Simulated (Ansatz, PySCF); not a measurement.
C4H10OSi, SMILES C1C([SiH2]C)CO1.

Coordinates come from a PBE0-D3(BJ)/def2-SVP optimisation. This is a generated structure with no PubChem entry under its InChIKey; it may be hypothetical. One conformer was computed; it need not be the lowest.

Vertical ionisation energy (IE) and electron affinity (EA) in eV. Rows of orbital energies are one-electron estimates. Where ΔSCF, EOM or ADC give a negative EA the extra electron is unbound and the value depends on the basis.

```json
[
 {"level": "−ε(HOMO), −ε(LUMO), CAM-B3LYP/def2-TZVP (PySCF)", "IE": "8.55", "EA": "-1.49"},
 {"level": "−ε(HOMO), −ε(LUMO), PBE/def2-TZVP (PySCF)", "IE": "___", "EA": "___"},
 {"level": "ΔSCF, CAM-B3LYP/def2-SVPD (Ansatz), final states of multiplicity 2 and 2", "IE": "9.49", "EA": "-1.67"},
 {"level": "ΔSCF, PBE/def2-SVPD (Ansatz), final states of multiplicity 2 and 2", "IE": "8.87", "EA": "-1.36"}
]
```

**Question.** Some entries are withheld; supply them. (The exact figures need the calculation; the answer reports its results.)

**Answer.** 
- −ε(HOMO), −ε(LUMO), PBE/def2-TZVP (PySCF), IE: 5.59
- −ε(HOMO), −ε(LUMO), PBE/def2-TZVP (PySCF), EA: 0.12

**Question.** What vertical singlet–triplet gap does ΔSCF give with CAM-B3LYP/def2-SVPD (Ansatz, an electronic-structure program) and with PBE/def2-SVPD (Ansatz)? (Estimate from the structure and the level; the computed values follow.)

**Answer.** 6.71 and 5.94 eV (triplet above singlet where positive).
